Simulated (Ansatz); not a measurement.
CuH2, that is [CuH2]- with one electron fewer. Total charge 0; doublet. Geometry r2SCAN-D4/def2-TZVPD; atoms count from 1.

```xyz
3

Cu    0.0000    0.0000    0.0000
H     1.2234    0.7618    0.4940
H    -1.2234   -0.7618   -0.4940
```

(1) Estimate the Mulliken populations from the PBE0/def2-TZVPD orbitals of Ansatz.

(2) Where does the spin sit?

## Answers

(1) 
```json
{"atom": "Cu1", "charge (e)": "-0.36", "spin (α − β)": "1.09", "d electrons": "9.45"}
{"atom": "H2", "charge (e)": "0.18", "spin (α − β)": "-0.04", "d electrons": "–"}
{"atom": "H3", "charge (e)": "0.18", "spin (α − β)": "-0.04", "d electrons": "–"}
```
Mulliken values depend strongly on the basis. With diffuse functions, as here, like atoms can get unlike values, and bond orders can come out too low or too high.

(2) Summed by element: Cu 1.09, H -0.09, of 1 unpaired in all. Largest on single atoms: Cu1 1.09, H2 -0.04, H3 -0.04.
